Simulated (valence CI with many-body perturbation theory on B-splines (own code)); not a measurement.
**Level structure of Pt45+**

Level of theory: valence CI with perturbative core correlation (CI+MBPT): five valence electrons over a frozen Dirac-Fock core [Ar] 3d10, a basis of 11 s, 11 p, 10 d, 8 f, 5 g, 2 h functions for each j, with the one-electron correlation potential Σ1 (screened to all orders), the two-electron term Σ2, the three-electron term Σ3, Breit, model QED; selected single and double excitations, second order for the rest, scaled by the run's own slope (own B-spline code, finite nucleus).

No measured spectrum was set against this ion. As an estimate, large intervals hold to a few tenths of a per cent, small ones and those within an open d or f shell to about a per cent. Among the levels kept, up to 2200 cm⁻¹ of a level comes from second order outside the variational space, and about a tenth of that is noise between levels of different J, which matters for small intervals.

Levels 91 to 135 of 186, with energies above the lowest level, (4s^2 4p1/2^2 4p3/2) J=3/2. "Leading %" is the weight of the configuration and term that name the level; weights of strongly mixed levels are sums over their largest components and can fall short, so below about 35 % the name and the second component can differ from the true leading terms, or belong to a minority configuration. In the jj column 3d3/2^4 stands for four electrons in 3d with j = 3/2. Lifetimes count E1, E2, E3, M1 and M2 decay at the calculated energies, and are blank where another channel may lead or the interval is too uncertain; long ones can be off by a factor of two.

```
No.  Configuration  Term     J  E (eV)  Leading %                     Leading jj  Lifetime
 91      4s 4p3 4d   4F°   3/2  530.00         34  4s 4p1/2 4p3/2^2 4d3/2 (75 %)   1.04 ps
 92      4s 4p3 4d   4D°   1/2  532.25         44  4s 4p1/2 4p3/2^2 4d3/2 (35 %)   1.59 ps
 93      4s 4p3 4d   4G°   9/2  532.79         25  4s 4p1/2 4p3/2^2 4d3/2 (40 %)    920 fs
 94     4s2 4p 4d2   2F°   5/2  533.74         10  4s 4p1/2 4p3/2^2 4d3/2 (47 %)   1.10 ps
 95      4s 4p3 4d   4D°   7/2  534.93         16  4s 4p1/2 4p3/2^2 4d5/2 (34 %)   1.19 ps
 96      4s 4p3 4d   4P°   5/2  536.78         29  4s 4p1/2 4p3/2^2 4d3/2 (46 %)    601 fs
 97     4s2 4p2 4f   2P°   3/2  537.89         18  4s^2 4p1/2 4p3/2 4f7/2 (42 %)   1.35 ps
 98      4s 4p3 4d   4D°   1/2  538.79         20  4s 4p1/2 4p3/2^2 4d3/2 (49 %)   1.03 ps
 99      4s 4p3 4d   2G°   9/2  538.88         29  4s^2 4p1/2 4p3/2 4f7/2 (40 %)   2.53 ps
100      4s 4p3 4d   4P°   3/2  539.04         34  4s 4p1/2 4p3/2^2 4d3/2 (81 %)    446 fs
101      4s 4p3 4d   4F°   9/2  539.55         25  4s 4p1/2 4p3/2^2 4d5/2 (65 %)   2.01 ps
102      4s 4p3 4d   4D°   7/2  540.25         17  4s 4p1/2 4p3/2^2 4d3/2 (63 %)    641 fs
103      4s 4p3 4d   4F°   3/2  543.29         38  4s 4p1/2 4p3/2^2 4d3/2 (84 %)    592 fs
104      4s 4p3 4d   4F°   5/2  544.35         16  4s 4p1/2 4p3/2^2 4d3/2 (74 %)    680 fs
105      4s 4p3 4d   2F°   5/2  545.52         15  4s 4p1/2 4p3/2^2 4d3/2 (74 %)    705 fs
106      4s 4p3 4d   4D°   7/2  546.79         17      4s^2 4p1/2 4d5/2^2 (34 %)    704 fs
107      4s 4p3 4d   4G°  11/2  548.96         90  4s 4p1/2 4p3/2^2 4d5/2 (90 %)   3.43 ps
108      4s 4p3 4d   2G°   7/2  549.12         34  4s 4p1/2 4p3/2^2 4d3/2 (60 %)    484 fs
109      4s 4p3 4d   4P°   1/2  551.05         37  4s 4p1/2 4p3/2^2 4d3/2 (53 %)    507 fs
110      4s 4p3 4d   4F°   9/2  552.42         41  4s 4p1/2 4p3/2^2 4d5/2 (72 %)   1.52 ps
111      4s 4p3 4d   2P°   1/2  552.82         26  4s 4p1/2 4p3/2^2 4d5/2 (54 %)    731 fs
112      4s 4p3 4d   2P°   3/2  553.70         24  4s 4p1/2 4p3/2^2 4d3/2 (68 %)    470 fs
113      4s 4p3 4d   4D°   5/2  556.18         40  4s 4p1/2 4p3/2^2 4d5/2 (83 %)   1.37 ps
114      4s 4p3 4d   2F°   5/2  559.48         25  4s 4p1/2 4p3/2^2 4d3/2 (54 %)    425 fs
115      4s 4p3 4d   2D°   3/2  559.70         32  4s 4p1/2 4p3/2^2 4d5/2 (73 %)    790 fs
116      4s 4p3 4d   4D°   1/2  559.95         32  4s 4p1/2 4p3/2^2 4d3/2 (67 %)    417 fs
117      4s 4p3 4d   2F°   7/2  561.76         47  4s 4p1/2 4p3/2^2 4d5/2 (89 %)   1.97 ps
118      4s 4p3 4d   2D°   3/2  561.82         20  4s 4p1/2 4p3/2^2 4d3/2 (60 %)    347 fs
119      4s 4p3 4d   2P°   1/2  562.67         38  4s 4p1/2 4p3/2^2 4d5/2 (39 %)    634 fs
120      4s 4p3 4d   2D°   5/2  563.43         36  4s 4p1/2 4p3/2^2 4d5/2 (71 %)    651 fs
121     4s 4p2 4d2    4F   3/2  563.87         41      4s 4p1/2^2 4d3/2^2 (94 %)   11.9 ps
122      4s 4p3 4d   2F°   7/2  568.05         42  4s 4p1/2 4p3/2^2 4d5/2 (86 %)   1.00 ps
123     4s 4p2 4d2    4F   5/2  569.14         25      4s 4p1/2^2 4d3/2^2 (90 %)   11.4 ps
124      4s 4p3 4d   2P°   3/2  569.30         34  4s 4p1/2 4p3/2^2 4d5/2 (80 %)    795 fs
125      4s 4p3 4d   2G°   9/2  569.68         72  4s 4p1/2 4p3/2^2 4d5/2 (86 %)    976 fs
126      4s 4p3 4d   4D°   7/2  570.75         42  4s 4p1/2 4p3/2^2 4d5/2 (93 %)    675 fs
127      4s 4p3 4d   4D°   5/2  572.18         28  4s 4p1/2 4p3/2^2 4d5/2 (83 %)    769 fs
128      4s 4p3 4d   2F°   5/2  572.64         50  4s 4p1/2 4p3/2^2 4d5/2 (88 %)   1.63 ps
129      4s 4p3 4d   2P°   3/2  575.67         41  4s 4p1/2 4p3/2^2 4d5/2 (86 %)   1.01 ps
130     4s 4p2 4d2    4P   1/2  576.72         46      4s 4p1/2^2 4d3/2^2 (91 %)   9.13 ps
131      4s 4p3 4d   2F°   7/2  578.70         44  4s 4p1/2 4p3/2^2 4d5/2 (79 %)    673 fs
132      4s 4p3 4d   2D°   5/2  579.56         47  4s 4p1/2 4p3/2^2 4d5/2 (84 %)    616 fs
133      4s 4p3 4d   2S°   1/2  582.65         40  4s 4p1/2 4p3/2^2 4d5/2 (87 %)    629 fs
134      4s 4p3 4d   2D°   3/2  582.98         39  4s 4p1/2 4p3/2^2 4d5/2 (84 %)    552 fs
135      4s 4p3 4d   2F°   5/2  588.70         35  4s 4p1/2 4p3/2^2 4d5/2 (84 %)    508 fs
```

Where two levels of one J and parity lie close, their mixing, g and order are uncertain.
